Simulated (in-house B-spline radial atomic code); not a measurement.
Configurations of Rb II (Rb+), with energies counted from [Ar] 3d10 4s2 4p6. Computed with a B-spline radial code for spherical atoms: scalar-relativistic (X2C) LC-wPBE, spin-polarised, spherical fractional occupations, exact exchange averaged over the configuration, Fermi nucleus of rms radius 4.2036 fm. Shells without spins written out take the highest spin.

Occupations are held fixed; configurations that lie above the ionisation limit could autoionise.

| configuration | E - E(ref) (eV) | highest orbital | its <r> (bohr) |
| --- | --- | --- | --- |
| [Ar] 3d10 4s2 4p5 4d1 | 18.311 | 4d up | 2.994 |
| [Ar] 3d9 4s2 4p6 5p1 | 115.46 | 5p up | 4.957 |
| [Ar] 3d9 4s2 4p6 5d1 | 118.76 | 5d up | 7.661 |
| [Ar] 3d9 4s2 4p6 4f1 | 119.82 | 4f up | 8.707 |
| [Ne] 3s2 3p5 3d10 4s2 4p6 4f1 | 240.88 | 4f up | 8.707 |

(1) Order these further configurations by energy, lowest first.
A. [Ar] 3d10 4s1 4p6 5s1
B. [Ne] 3s2 3p5 3d10 4s2 4p6 5s1
C. [Ar] 3d9 4s2 4p6 4d1
D. [Ar] 3d10 4s1 4p6 5f1
E. [Ar] 3d10 4s1 4p6 5p1

(2) How far above the reference does [Ar] 3d10 4s2 4p5 5s1 lie?

Answers

(1) A (34.551 eV), E (37.323 eV), D (42.861 eV), C (113.97 eV), B (233.73 eV).

(2) 16.912 eV; its least bound orbital is 5s up with <r> = 4.029 bohr.
